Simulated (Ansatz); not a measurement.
`CN(C)c1ccc(-c2ncccn2)nc1` with charge -1. Charge -1, multiplicity 2. Geometry PBE-D4/def2-SVP, that of the neutral singlet; atoms count from 1.

```xyz
27

C    -1.132    3.867   -0.529
N    -1.512    2.729    0.285
C    -2.575    2.859    1.263
C    -0.837    1.537    0.152
C     0.227    1.365   -0.775
C     0.864    0.130   -0.865
C     0.450   -0.936   -0.036
C     1.118   -2.259   -0.124
N     2.121   -2.373   -1.029
C     2.727   -3.560   -1.117
C     2.360   -4.654   -0.320
C     1.309   -4.425    0.583
N     0.688   -3.248    0.690
N    -0.554   -0.784    0.851
C    -1.166    0.390    0.944
H    -0.080    4.185   -0.346
H    -1.791    4.722   -0.295
H    -1.230    3.651   -1.618
H    -3.404    2.140    1.077
H    -2.996    3.880    1.212
H    -2.214    2.691    2.303
H     0.553    2.190   -1.422
H     1.689   -0.039   -1.571
H     3.545   -3.645   -1.857
H     2.863   -5.629   -0.397
H     0.955   -5.232    1.252
H    -1.978    0.450    1.689
```

The highest occupied level of the charge -1 doublet lies above zero (up to 1.70 eV). By energy differences it is unbound by 0.19 eV (vertical, against the charge 0 singlet, at PBE0-D4/def2-SVP) and held by the finite basis.

(1) Estimate the Mulliken populations from the PBE0/def2-SVP orbitals of Ansatz.

(2) Where does the spin sit?

(3) And the Mayer bond orders between heavy atoms (over 0.3)?

Results:

(1) 
```csv
atom,charge (e),spin (α − β)
C1,0.08,0.00
N2,-0.41,0.02
C3,0.08,0.00
C4,0.09,0.22
C5,-0.05,-0.05
C6,-0.04,0.09
C7,-0.04,0.05
C8,-0.04,0.26
N9,-0.21,0.06
C10,0.06,-0.03
C11,-0.18,0.28
C12,0.05,-0.03
N13,-0.17,0.06
N14,-0.16,0.17
C15,-0.04,-0.10
H16,0.03,0.01
H17,0.01,0.00
H18,0.03,0.00
H19,0.03,0.01
H20,0.01,0.00
H21,0.03,0.01
H22,-0.04,0.00
H23,-0.01,-0.01
H24,-0.03,0.00
H25,-0.04,-0.02
H26,-0.02,0.00
H27,-0.03,0.00
```
Mulliken values depend strongly on the basis.

(2) Summed by element: C 0.68, N 0.31, H 0.01, of 1 unpaired in all. Largest on single atoms: C11 0.28, C8 0.26, C4 0.22.

(3) C1–N2 1.04 (1.45 Å); N2–C3 1.03 (1.45 Å); N2–C4 1.04 (1.38 Å); C4–C5 1.26 (1.42 Å); C4–C15 1.27 (1.43 Å); C5–C6 1.48 (1.39 Å); C6–C7 1.31 (1.41 Å); C7–C8 1.15 (1.48 Å); C7–N14 1.39 (1.35 Å); C8–N9 1.41 (1.36 Å); C8–N13 1.41 (1.35 Å); N9–C10 1.63 (1.34 Å); C10–C11 1.28 (1.40 Å); C11–C12 1.26 (1.40 Å); C12–N13 1.64 (1.34 Å); N14–C15 1.59 (1.33 Å).
